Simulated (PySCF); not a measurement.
**Dipole moment and polarisability across levels of theory**

CBr₂F₂.
SMILES: `BrC(F)(Br)F`

PySCF, dipoles from the SCF density, polarisabilities from static response with core orbitals frozen. Geometry: PBE0-D3(BJ)/def2-SVP; no solvent, vibrations or thermal averaging. Relativistic effects, spin–orbit coupling among them, are left out although an element past zinc is present.

**Question.** How do dipole and polarisability depend on functional and basis here?

**Answer.** 

| level | μ (D) | error (%) | α (au) | anisotropy (au) |
| --- | --- | --- | --- | --- |
| LDA/def2-SVPD | 0.417 | -36.9 | 61.15 | 24.65 |
| PBE/def2-SVPD | 0.371 | -43.7 | 61.39 | 24.75 |
| B3LYP/def2-SVPD | 0.528 | -19.9 | 59.37 | 24.01 |
| PBE0/def2-SVPD | 0.487 | -26.2 | 58.62 | 23.57 |
| BHandHLYP/def2-SVPD | 0.649 | -1.7 | 56.91 | 23.14 |
| CAM-B3LYP/def2-SVPD | 0.586 | -11.2 | 58.21 | 23.06 |
| wB97X-D/def2-SVPD | 0.503 | -23.8 | 58.35 | 23.17 |
| LC-wPBE/def2-SVPD | 0.533 | -19.2 | 57.04 | 22.04 |
| HF/def2-SVPD | 0.693 | +5.0 | 54.96 | 22.79 |
| PBE0/6-31G* | 0.183 | -72.2 | 43.08 | 25.99 |
| PBE0/def2-SVP | 0.402 | -39.0 | 41.92 | 24.86 |
| PBE0/aug-cc-pVDZ | 0.393 | -40.4 | 57.22 | 24.38 |
| PBE0/def2-TZVP | 0.370 | -43.9 | 52.38 | 25.46 |
| PBE0/def2-TZVPD | 0.407 | -38.4 | 59.19 | 23.92 |
| PBE0/aug-cc-pVTZ | 0.409 | -38.0 | 59.02 | 24.06 |

Reference dipole: 0.660 D (measured, gas; NIST CCCBDB Release 22 (SRD 101), experimental dipoles). The anisotropy is √(½[(α1 − α2)² + (α2 − α3)² + (α3 − α1)²]). For the dipole, the smallest error is 1.7% (BHandHLYP/def2-SVPD) and the largest 72.2% (PBE0/6-31G*). The dipole runs from 0.18 D (PBE0/6-31G*) to 0.69 D (HF/def2-SVPD). No reference polarisability is at hand; against PBE0 in the largest diffuse basis at hand (aug-cc-pVTZ) the other PBE0 rows deviate by 6-31G* -27%, def2-SVP -29%, aug-cc-pVDZ -3%, def2-SVPD -1%, def2-TZVP -11%, def2-TZVPD 0%. In one basis (def2-SVPD) the functionals order the polarisability from HF (lowest) to PBE (highest), a spread of 12%. With PBE0 the polarisability is 45.79 au without diffuse functions (mean of 6-31G*, def2-SVP and def2-TZVP) and 58.51 au with them (mean of aug-cc-pVDZ, def2-SVPD, def2-TZVPD and aug-cc-pVTZ). Measured values can belong to vibrating molecules; the computed ones are for one fixed geometry.
